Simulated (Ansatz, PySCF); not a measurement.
C2H6NO, SMILES C(N)(=[OH+])C, charge +1. Atoms are numbered in the order given.

```xyz
10

C     -0.9963    -0.8682     0.5348
C      0.0364     0.0542    -0.0062
N      1.3098    -0.2306     0.0099
O     -0.2813     1.2010    -0.5275
H     -1.5593    -0.3565     1.3335
H     -0.5586    -1.7892     0.9390
H     -1.7071    -1.1295    -0.2674
H      1.9919     0.4275    -0.3712
H      1.6505    -1.1063     0.3987
H     -1.2374     1.3830    -0.5240
```
Charge +1, spin multiplicity 1.

Coordinates come from a B3LYP-D3(BJ)/def2-SVP optimisation. The isomer is the one that the SMILES or the coordinates give; other isomers of the formula were not compared. The values are those of a single conformer.

Two levels are set side by side: PBE-D3(BJ)/def2-SVP (Ansatz, a program for electronic structure) and B3LYP-D3(BJ)/def2-SVP (PySCF). Each level has its own optimised geometry; the coordinates shown are those of the second. Frequencies come from the Hessian of PySCF at each geometry. Differences are taken from unrounded values.

```tsv
quantity	B3LYP-D3(BJ)	PBE-D3(BJ)	PBE-D3(BJ) minus B3LYP-D3(BJ)
mean bond length (Å)	1.156	1.163	0.007
bond C1–C2 (Å)	1.487	1.486	0.000
bond C2–N3 (Å)	1.305	1.314	0.009
bond C2–O4 (Å)	1.299	1.308	0.009
bond C1–H5 (Å)	1.103	1.111	0.008
bond C1–H6 (Å)	1.097	1.104	0.008
bond C1–H7 (Å)	1.103	1.111	0.008
bond N3–H8 (Å)	1.022	1.028	0.007
bond N3–H9 (Å)	1.017	1.024	0.007
bond O4–H10 (Å)	0.973	0.982	0.008
highest harmonic wavenumber (cm⁻¹)	3754	3651	-103
mean harmonic wavenumber (cm⁻¹)	1593	1552	-41
zero-point energy (kcal/mol)	54.64	53.24	-1.40
```

Exact exchange shortens and stiffens bonds; PBE has none. Differences between two approximate levels are no errors against the true value.
